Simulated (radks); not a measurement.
Results of a calculation; reference values are marked as such.
Sr2+, configuration [Kr]. Level of theory: non-relativistic Kohn-Sham, LB94 model potential, spin-polarised, spherical densities, point nucleus; relativity is left out, which matters for an element this heavy (a radial shooting solver on a logarithmic mesh with Libxc functionals). Some entries of the table are withheld. Estimate them.

orbital,occ.,eigenvalue (hartree),<1/r> (bohr^-1)
1s,2,(1),(2)
2s,2,-78.22379,8.386
2p,6,(3),8.390
3s,2,-12.79862,(4)
3p,6,-10.31296,2.721
3d,10,-5.80428,(5)
4s,2,-2.20395,(6)
4p,6,-1.58436,0.8580

Answer. 
(1) 1s eigenvalue (hartree): -578.0107
(2) 1s <1/r> (bohr^-1): 37.53
(3) 2p eigenvalue (hartree): -71.47717
(4) 3s <1/r> (bohr^-1): 2.814
(5) 3d <1/r> (bohr^-1): 2.525
(6) 4s <1/r> (bohr^-1): 0.9839
